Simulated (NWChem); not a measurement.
Program: NWChem. System: CH3NOSi, charge 0, spin multiplicity 1, at a geometry optimised with PBE0/def2-SVP. The structure started from a generated list of species. Level: MP2/def2-SVP, 8 core orbitals frozen.

Output (cleaned and shortened):

```
             Northwest Computational Chemistry Package (NWChem) 7.3.0
             --------------------------------------------------------

                                NWChem Input Module
                                -------------------

 Scaling coordinates for geometry "geometry" by  1.889725989
 (inverse scale =  0.529177249)

 Turning off AUTOSYM since
 SYMMETRY directive was detected!

                             Geometry "geometry" -> ""
                             -------------------------

 Output coordinates in angstroms (scale by  1.889725989 to convert to a.u.)

  No.       Tag          Charge          X              Y              Z
 ---- ---------------- ---------- -------------- -------------- --------------
    1 Si                  14.0000     0.10024500     1.59592500     0.00000000
    2 N                    7.0000    -0.00741700    -0.12144400     0.00000000
    3 C                    6.0000    -0.08265900    -1.31547700     0.00000000
    4 O                    8.0000    -0.15598800    -2.48104400     0.00000000
    5 H                    1.0000     0.83327100     2.03873300     1.21911600
    6 H                    1.0000     0.83327100     2.03873300    -1.21911600
    7 H                    1.0000    -1.27418900     2.17089900     0.00000000

 Effective nuclear repulsion energy (a.u.)     137.7962729649

            Nuclear Dipole moment (a.u.)
            ----------------------------
        X                 Y               Z
 ---------------- ---------------- ----------------
     0.0000113384    -0.0000132281     0.0000000000

      Symmetry information
      --------------------

 Group name             Cs
 Group number              2
 Group order               2
 No. of unique centers     6

      Symmetry unique atoms

     1    2    3    4    5    7


 Summary of "ao basis" -> "" (spherical)
 ------------------------------------------------------------------------------
       Tag                 Description            Shells   Functions and Types
 ---------------- ------------------------------  ------  ---------------------
 *                          def2-svp                  on all atoms

 Summary of "ao basis" -> "ao basis" (spherical)
 ------------------------------------------------------------------------------
       Tag                 Description            Shells   Functions and Types
 ---------------- ------------------------------  ------  ---------------------
[...]
    1 Si  14    13.15   2.00  1.99  0.92  0.11  5.94  1.19  0.71  0.28
    2 N    7     7.55   1.99  0.94  0.51  2.46  1.64  0.02
    3 C    6     5.54   1.99  0.92  0.08  1.85  0.55  0.15
    4 O    8     8.31   1.99  1.09  0.66  2.80  1.74  0.03
    5 H    1     1.15   0.75  0.39  0.01
    6 H    1     1.15   0.75  0.39  0.01
    7 H    1     1.15   0.75  0.39  0.01

       Multipole analysis of the density wrt the origin
       ------------------------------------------------

     L   x y z        total         open         nuclear
     -   - - -        -----         ----         -------
     0   0 0 0     -0.000000      0.000000     38.000000

     1   1 0 0      0.058219      0.000000      0.000011
     1   0 1 0      0.928844      0.000000     -0.000013
     1   0 0 1     -0.000000      0.000000      0.000000

     2   2 0 0    -23.138241      0.000000     12.102208
     2   1 1 0     -0.266035      0.000000     23.662206
     2   1 0 1     -0.000000      0.000000      0.000000
     2   0 2 0    -27.349854      0.000000    387.153698
     2   0 1 1     -0.000000      0.000000      0.000000
     2   0 0 2    -23.121490      0.000000     10.614945

                   NWChem MP2 Semi-direct Energy/Gradient Module
                   ---------------------------------------------

  Basis functions       =     75
  Molecular orbitals    =     75
  Frozen core           =      8
  Frozen virtuals       =      0
  Active alpha occupied =     11
  Active beta occupied  =     11
  Active alpha virtual  =     56
  Active beta virtual   =     56
  Use MO symmetry       = T
  Use skeleton AO sym   = T

  AO/Fock/Back tols     =   1.0D-09  1.0D-09  1.0D-09

 GA uses MA = F    GA memory limited = T

 Available:
  local mem=  1.26D+08
 global mem=  1.44D+08
 local disk=  0.00D+00
  mp2_memr nvloc                    56
  nvloc new                    56
   1 passes of  11:        3145728                      27183                   5589178.
   1 passes of  11: M    126153443           G      144167950           F     123007715.

 Semi-direct pass number   1 of   1  for RHF alpha+beta  at        0.7s
  vrange nnbf                  2664
  mp2_eaftype                    21  avail_ma_in_mb                  1099
 EAF : mp2_eaftype filesize          21    2794589.
  mp2_eaf for mointskh                     21
Node 0 wrote     13.1 Mb in      0.0 s     Agg I/O rate:  1971.8 Mb/s
 Done moints_semi at        1.3s
  mp2_eaftype                    21  avail_ma_in_mb                  1078
 EAF : mp2_eaftype filesize          21    2794589.
  mp2_eaf for kh                    21
 Done maket at        1.4s
 Done multipass loop at        1.4s

          -------------------------------------------
          SCF energy                -457.679955529074
          Correlation energy          -0.557105428305
          Singlet pairs               -0.346185961809
          Triplet pairs               -0.210919466496
          Total MP2 energy          -458.237060957379
          -------------------------------------------

          ---------------------------------------------------
                    Spin Component Scaled (SCS) MP2
          Same spin pairs                     -0.140612977664
          Same spin scaling factor             0.333333333333
          Opposite spin pairs                 -0.416492450641
          Opposite spin scaling fact.          1.200000000000
          SCS-MP2 correlation energy          -0.546661933324
          Total SCS-MP2 energy              -458.226617462398
          ---------------------------------------------------

 -----------------------
 Performance information
 -----------------------

 Timer overhead =  1.08D-07 seconds/call

               Nr. of calls         CPU time (s)                 Wall time (s)                GFlops
             ---------------    -------------------     ------------------------------   -------------------
Name         Min   Avg   Max    Min     Avg     Max     Min     Avg     Max   Mx/calls   Min     Max     Sum
mp2: moin     1     1     1   0.66    0.66    0.66     0.66    0.66    0.66    0.66      0.0     0.0     0.0
mp2: make     1     1     1   5.45E-2 5.45E-2 5.45E-2  5.45E-2 5.45E-2 5.45E-2 5.45E-2   0.0     0.0     0.0
mp2: tota     1     1     1   0.74    0.74    0.74     0.74    0.74    0.74    0.74      0.0     0.0     0.0

 The average no. of pstat calls per process was 3.00D+00
 with a timing overhead of 3.24D-07s

 Task  times  cpu:        1.4s     wall:        1.4s

 Total times  cpu:        1.4s     wall:        1.4s
```

Task: Write an NWChem input that would produce this output.

Result: This is not unique; one that fits is 
```
start mol
memory heap 200 mb stack 900 mb global 1100 mb
geometry units angstroms nocenter noautoz
  Si     0.100245     1.595925     0.000000
  N     -0.007417    -0.121444     0.000000
  C     -0.082659    -1.315477     0.000000
  O     -0.155988    -2.481044     0.000000
  H      0.833271     2.038733     1.219116
  H      0.833271     2.038733    -1.219116
  H     -1.274189     2.170899     0.000000
  symmetry group Cs
end
basis spherical
  * library def2-svp
end
scf
  rhf
  nopen 0
  maxiter 100
  thresh 1e-7
  semidirect memsize 60000000 filesize 0
end
mp2
  freeze core 8
end
task mp2 energy
```
